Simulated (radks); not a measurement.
Charge is removed step by step from the 1s up level of neutral hydrogen, starting from 1s(up 1, down 0). Calculated with a radial shooting solver on a logarithmic mesh with Libxc functionals: non-relativistic Kohn-Sham, BLYP, spin-polarised, spherical densities, point nucleus.

removed (e)  E - E(0) (eV)  eigenvalue (eV)
0                    0.000           -7.407
0.125                1.021           -8.943
0.25                 2.238          -10.534
0.375                3.656          -12.160
0.5                  5.278          -13.793
0.625                7.103          -15.389
0.75                 9.121          -16.862
0.875               11.305          -17.988

The mean slope of the eigenvalue, de/dn, is 12.1 eV per electron.
